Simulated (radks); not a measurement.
The cadmium ion Cd17+, 31 electrons, occupied as [Ar] 3d9 4s2 4p1 5p1 (not the ground configuration).

Calculated with a radial shooting solver on a logarithmic mesh with Libxc functionals: Dirac Kohn-Sham, PBEsol, spin-unpolarised, spherical densities, finite nucleus; open shells are shared between the two j in proportion to 2j + 1; Fermi nuclear charge, rms radius 4.6087 fm.

Energy parts (hartree):
total: -5458.71883
kinetic: 5730.62212
electron-nucleus: -12686.48502
Hartree: 1631.74866
exchange-correlation: -134.60459

Orbitals (lengths in bohr, moments of r in powers of bohr; <r^-3> diverges for s and p1/2):
\begin{tabular}{lrrrrr}
orbital & occ. & eigenvalue (hartree) & <r^2> & <r^-3> & <r> \\ \hline
1s1/2 & 2 & -992.1712 & 0.001251 & - & 0.03041 \\
2s1/2 & 2 & -162.8414 & 0.02033 & - & 0.1311 \\
2p1/2 & 2 & -152.9593 & 0.01515 & - & 0.1111 \\
2p3/2 & 4 & -145.8748 & 0.01646 & 3758 & 0.1162 \\
3s1/2 & 2 & -43.97557 & 0.1417 & - & 0.3522 \\
3p1/2 & 2 & -40.03866 & 0.1359 & - & 0.3422 \\
3p3/2 & 4 & -38.71387 & 0.1439 & 715.8 & 0.3524 \\
3d3/2 & 3.6 & -31.83928 & 0.1218 & 112.7 & 0.3211 \\
3d5/2 & 5.4 & -31.56284 & 0.1241 & 105.9 & 0.3243 \\
4s1/2 & 2 & -18.12044 & 0.6470 & - & 0.7594 \\
4p1/2 & 0.333333 & -16.65413 & 0.6762 & - & 0.7740 \\
4p3/2 & 0.666667 & -16.30617 & 0.7043 & 190.0 & 0.7901 \\
5p1/2 & 0.333333 & -9.19818 & 2.169 & - & 1.392 \\
5p3/2 & 0.666667 & -9.05874 & 2.235 & 76.47 & 1.413 \\
\end{tabular}

The highest occupied level is 5p3/2 at -246.50 eV. The density falls to 0.001 e/bohr^3 at r = 2.39 bohr. The electron density at the nucleus is 1.597e+05 e/bohr^3. Summed over all electrons, <r^2> = 6.580 bohr^2, which gives a Langevin (diamagnetic) susceptibility term of -5.21 x 10^-6 cm^3/mol.
